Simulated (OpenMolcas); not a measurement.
Ru5+ (d3) among equal point charges was computed by CASSCF with the d shell active (OpenMolcas, ANO-RCC-VDZP on the metal). Its lowest spin-free states, and all those of the highest spin:

| 2S+1 | Degeneracy | E (cm-1) |
| --- | --- | --- |
| 4 | 1 | 0.0 |
| 4 | 1 | 1602 |
| 4 | 2 | 2131 |
| 4 | 2 | 3387 |
| 4 | 1 | 3625 |
| 4 | 1 | 16217 |
| 2 | 2 | 17562 |
| 2 | 1 | 17837 |
| 2 | 2 | 17889 |
| 4 | 2 | 18102 |
| 2 | 1 | 18149 |
| 2 | 1 | 18763 |

Q: Is the site octahedral, tetrahedral or cube-like, axial, or of lower symmetry?

A: The states with 2S+1 = 4 have orbital degeneracies 1, 1, 2, 2, 1, 1, 2. There are pairs but no triples, so the site is axial: not cubic, but with a proper or improper axis of order three or more. The run had Ru5+ among 6 point charges of -0.98 e arranged as a trigonal antiprism (D3d), 2.21 Å from the ion, with a polar angle of 58.6° against the regular 54.74°.

Spin-orbit coupling mixes the spin-free states strongly: the lowest level takes only 55 % from its leading state, 4A2. Without dynamic correlation the repulsion within the d shell is too large (B by tens of per cent), so at a given field states of lower spin stand too high. The ground term spreads over less than 5000 cm-1, several times less than with real ligands, so orbital moments are less quenched and χT lies further from the spin-only value than at real sites. Point charges carry no covalency, so the field is a model and not that of real ligands. No measured value stands beside these numbers.
